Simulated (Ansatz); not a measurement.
Ansatz (a quantum-chemistry and plane-wave program) job for C2H6F2Si, SMILES C[Si@H](F)CF, PBE-D3(BJ)/def2-SVP. 

Ansatz 0.2 input:
```yaml
crystal:
  periodic: [false, false, false]
  atoms:
    - {symbol: C, position_ang: [1.94628978, -0.55650975, -0.65517694]}
    - {symbol: Si, position_ang: [0.38532507, 0.34903316, -0.19651685]}
    - {symbol: F, position_ang: [0.56064212, 0.95504258, 1.30747535]}
    - {symbol: C, position_ang: [-1.08508535, -0.83665130, -0.18644490]}
    - {symbol: F, position_ang: [-2.27103577, -0.15570061, -0.00961889]}
    - {symbol: H, position_ang: [2.81744346, 0.11235811, -0.58177242]}
    - {symbol: H, position_ang: [1.89570641, -0.93285391, -1.68919880]}
    - {symbol: H, position_ang: [2.12031036, -1.41289696, 0.01478258]}
    - {symbol: H, position_ang: [0.09810425, 1.49533617, -1.10194513]}
    - {symbol: H, position_ang: [-1.12743981, -1.39677506, -1.14000282]}
    - {symbol: H, position_ang: [-0.97235941, -1.58674387, 0.61839546]}
basis:
  gaussian:
    orbitals: def2-SVP
hamiltonian:
  xc: pbe
  dispersion: d3bj
relax: {f_tol: 0.002, max_steps: 200}
```

It prints:

```
WARN ansatz: RAYON_NUM_THREADS=1 ignored (pool sized by the plan → 1); use --threads N
Functional definition: PBE
integrals: 0.05 GiB planned
1156 factors; their error is unknown
mean field: 0.27 GiB planned
mean field evaluation 1: about -15454.5560 eV, gradient 6.5e1 eV
mean field evaluation 2: about -15444.3874 eV, gradient 9.0e1 eV
mean field evaluation 4: about -15464.0623 eV, gradient 6.2e0 eV
mean field evaluation 8: about -15464.0558 eV, gradient 2.0e-1 eV
mean field evaluation 16: about -15464.0559 eV, gradient 5.0e-5 eV
mean field -15464.05589607 eV, -568.2935722669 hartree, gradient 5.0e-5 eV, S^2 0.000000; 0 other end points of the search recorded, 0 dependent functions left out
the calculation of the forces begins
reference -15464.05592787 eV, -568.2935734357 hartree; 25, 25 occupied and 79, 79 virtual orbitals, 1156 factors
relax step   1: F+E_penalty+E_count = -15464.25543236 eV  Δ(F+E_penalty+E_count) = +0.000e0 eV  max|allowed force component| = 5.048e-1 eV/Å  Δτ_max = 0.0000 Å  (27 SCF iters, accepted)
these checks for a lower state are left out or cut short: starts, cluster_reference, orbital_swaps, neighbouring_geometries, increment
integrals: 0.05 GiB planned
1156 factors; their error is unknown
mean field: 0.27 GiB planned
mean field -15464.07258568 eV, -568.2941855990 hartree, gradient 2.4e-5 eV, S^2 0.000000; 0 other end points of the search recorded, 0 dependent functions left out
the calculation of the forces begins
reference -15464.07261753 eV, -568.2941867692 hartree; 25, 25 occupied and 79, 79 virtual orbitals, 1156 factors
relax step   2: F+E_penalty+E_count = -15464.27136464 eV  Δ(F+E_penalty+E_count) = -1.593e-2 eV  max|allowed force component| = 2.552e-1 eV/Å  Δτ_max = 0.0166 Å  (30 SCF iters, accepted)
these checks for a lower state are left out or cut short: starts, cluster_reference, orbital_swaps, neighbouring_geometries, increment
integrals: 0.05 GiB planned
1156 factors; their error is unknown
mean field: 0.27 GiB planned
mean field -15464.07578460 eV, -568.2943031570 hartree, gradient 2.4e-5 eV, S^2 0.000000; 0 other end points of the search recorded, 0 dependent functions left out
the calculation of the forces begins
reference -15464.07581646 eV, -568.2943043278 hartree; 25, 25 occupied and 79, 79 virtual orbitals, 1156 factors
relax step   3: F+E_penalty+E_count = -15464.27416092 eV  Δ(F+E_penalty+E_count) = -2.796e-3 eV  max|allowed force component| = 4.203e-2 eV/Å  Δτ_max = 0.0097 Å  (31 SCF iters, accepted)
these checks for a lower state are left out or cut short: starts, cluster_reference, orbital_swaps, neighbouring_geometries, increment
integrals: 0.05 GiB planned
1156 factors; their error is unknown
mean field: 0.27 GiB planned
mean field evaluation 32: about -15464.0759 eV, gradient 1.6e-1 eV
mean field -15464.07594497 eV, -568.2943090504 hartree, gradient 7.7e-6 eV, S^2 0.000000; 0 other end points of the search recorded, 0 dependent functions left out
the calculation of the forces begins
reference -15464.07597684 eV, -568.2943102216 hartree; 25, 25 occupied and 79, 79 virtual orbitals, 1156 factors
relax step   4: F+E_penalty+E_count = -15464.27425402 eV  Δ(F+E_penalty+E_count) = -9.310e-5 eV  max|allowed force component| = 1.259e-2 eV/Å  Δτ_max = 0.0030 Å  (22 SCF iters, accepted)
these checks for a lower state are left out or cut short: starts, cluster_reference, orbital_swaps, neighbouring_geometries, increment
integrals: 0.05 GiB planned
1156 factors; their error is unknown
mean field: 0.27 GiB planned
mean field -15464.07595125 eV, -568.2943092814 hartree, gradient 1.2e-5 eV, S^2 0.000000; 0 other end points of the search recorded, 0 dependent functions left out
the calculation of the forces begins
reference -15464.07598313 eV, -568.2943104529 hartree; 25, 25 occupied and 79, 79 virtual orbitals, 1156 factors
relax step   5: F+E_penalty+E_count = -15464.27426686 eV  Δ(F+E_penalty+E_count) = -1.284e-5 eV  max|allowed force component| = 4.133e-3 eV/Å  Δτ_max = 0.0021 Å  (23 SCF iters, accepted)
these checks for a lower state are left out or cut short: starts, cluster_reference, orbital_swaps, neighbouring_geometries, increment
integrals: 0.05 GiB planned
1156 factors; their error is unknown
mean field: 0.27 GiB planned
mean field -15464.07595833 eV, -568.2943095415 hartree, gradient 8.8e-6 eV, S^2 0.000000; 0 other end points of the search recorded, 0 dependent functions left out
the calculation of the forces begins
reference -15464.07599020 eV, -568.2943107128 hartree; 25, 25 occupied and 79, 79 virtual orbitals, 1156 factors
relax step   6: F+E_penalty+E_count = -15464.27426955 eV  Δ(F+E_penalty+E_count) = -2.691e-6 eV  max|allowed force component| = 2.528e-3 eV/Å  Δτ_max = 0.0015 Å  (23 SCF iters, accepted)
these checks for a lower state are left out or cut short: starts, cluster_reference, orbital_swaps, neighbouring_geometries, increment
integrals: 0.05 GiB planned
1156 factors; their error is unknown
mean field: 0.27 GiB planned
mean field -15464.07596446 eV, -568.2943097666 hartree, gradient 2.5e-5 eV, S^2 0.000000; 0 other end points of the search recorded, 0 dependent functions left out
the calculation of the forces begins
reference -15464.07599633 eV, -568.2943109378 hartree; 25, 25 occupied and 79, 79 virtual orbitals, 1156 factors
relax step   7: F+E_penalty+E_count = -15464.27427067 eV  Δ(F+E_penalty+E_count) = -1.115e-6 eV  max|allowed force component| = 4.964e-4 eV/Å  Δτ_max = 0.0011 Å  (22 SCF iters, accepted)
integrals: 0.05 GiB planned
1156 factors; their error is unknown
mean field: 0.27 GiB planned
mean field evaluation 64: about -15464.0759 eV, gradient 2.1e-1 eV
mean field -15464.07596446 eV, -568.2943097666 hartree, gradient 2.5e-5 eV, S^2 0.000000; 1 other end points of the search recorded, 0 dependent functions left out
the calculation of the forces begins
reference -15464.07599633 eV, -568.2943109378 hartree; 25, 25 occupied and 79, 79 virtual orbitals, 1156 factors
Total energy: -15464.27430254 eV, -568.3015985567 hartree
Atom 0 at     1.957263    -0.558010    -0.655710 Å, force     0.000068     0.000233     0.000008 eV/Å
Atom 1 at     0.385554     0.352249    -0.194313 Å, force     0.000256    -0.000070     0.000091 eV/Å
Atom 2 at     0.559156     0.969734     1.321566 Å, force    -0.000046    -0.000157    -0.000294 eV/Å
Atom 3 at    -1.094442    -0.839960    -0.186289 Å, force     0.000171     0.000096     0.000045 eV/Å
Atom 4 at    -2.289925    -0.148074     0.000013 Å, force    -0.000496     0.000348     0.000106 eV/Å
Atom 5 at     2.835024     0.115607    -0.585368 Å, force    -0.000097    -0.000099     0.000034 eV/Å
Atom 6 at     1.904053    -0.938813    -1.696518 Å, force     0.000179    -0.000203    -0.000014 eV/Å
Atom 7 at     2.134099    -1.419896     0.019467 Å, force     0.000007    -0.000124     0.000033 eV/Å
Atom 8 at     0.093666     1.503591    -1.111107 Å, force    -0.000418     0.000058     0.000009 eV/Å
Atom 9 at    -1.138306    -1.400033    -1.151393 Å, force     0.000292     0.000118     0.000043 eV/Å
Atom 10 at    -0.978240    -1.602756     0.619628 Å, force     0.000085    -0.000200    -0.000062 eV/Å
Dipole moment:     0.348218    -0.374882    -0.315933 e Å
```

The run converged.
